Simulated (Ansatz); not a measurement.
Consider the homolysis of the Si–Si bond: `CO[SiH2][SiH2]O` → `CO[SiH2]`• + `O[SiH2]`•.

Gas-phase electronic energies from Ansatz, PBE0-D4/def2-TZVP geometries. CBS: MP2 limit from def2 TZ/QZ plus the TZ coupled-cluster correction, frozen cores. This one scheme is used for every species. Functionals use def2-TZVPP. HSE06 is defined as in plane-wave codes. Open shells (•) are unrestricted, without spin–orbit coupling. One conformer a species, not always the lowest.

`CO[SiH2][SiH2]O`:

Z-matrix (Å, degrees):
```
C
O 1 1.411
H 1 1.096 2 111.2
H 1 1.091 2 108.5 3 -119.4
H 1 1.096 2 111.2 3 121.3
Si 2 1.660 1 122.7 3 -60.7
Si 6 2.353 2 99.1 1 179.8
H 6 1.493 2 110.1 1 -58.7
H 6 1.493 2 110.0 1 58.5
O 7 1.652 6 104.1 2 -2.6
H 7 1.488 6 112.5 2 -121.9
H 7 1.489 6 112.2 2 116.9
H 10 0.962 7 113.3 6 2.5
```

`CO[SiH2]`•:

Z-matrix (Å, degrees):
```
C
O 1 1.409
H 1 1.096 2 111.7
H 1 1.091 2 108.2 3 119.4
H 1 1.095 2 111.1 3 -121.5
Si 2 1.645 1 123.9 3 44.7
H 6 1.488 2 105.9 1 -166.8
H 6 1.499 2 109.8 1 -46.7
```

`O[SiH2]`•:

Z-matrix (Å, degrees):
```
Si
O 1 1.652
H 1 1.497 2 111.2
H 1 1.488 2 105.6 3 119.9
H 2 0.958 1 117.3 3 51.8
```

| level | ΔE (kcal/mol) | difference from CCSD(T)/CBS |
| --- | --- | --- |
| PBE-D4 | 74.0 | -5.6 |
| r2SCANh-D4 | 72.6 | -7.0 |
| CAM-B3LYP-D4 | 75.4 | -4.2 |
| ωB97X-V | 80.0 | 0.4 |
| PBE | 71.8 | -7.8 |
| revPBE | 67.4 | -12.2 |
| BLYP | 67.4 | -12.2 |
| PBE0 | 73.6 | -6.0 |
| HSE06 | 73.6 | -6.0 |
| BHLYP | 72.9 | -6.7 |
| CAM-B3LYP | 73.4 | -6.2 |
| RPA@PBE/def2-TZVPP | 73.1 | -6.5 |
| MP2/def2-SVP | 74.8 | -4.8 |
| CCSD/def2-SVP | 73.9 | -5.7 |
| MP2/def2-TZVPP | 77.1 | -2.5 |
| CCSD/def2-TZVPP | 75.8 | -3.8 |
| CCSD(T)/CBS | 79.6 | 0 |

Largest T1 diagnostic among the species: 0.015.

From PBE to PBE0 (25 % exact exchange), in def2-TZVPP and without D4, ΔE moves by +1.7 kcal/mol. Leaving LDA and LC-ωPBE aside and taking each functional with its dispersion term where it has one, the values, not all of them listed here, spread over 8.3 kcal/mol, from BLYP-D4 to ωB97X-V. LDA lies +11.5 kcal/mol from PBE without D4, its usual overbinding.

CCSD(T)/CBS has its own doubt, a few kJ/mol and more with outer-core shells, so smaller differences from it don't rank the levels.
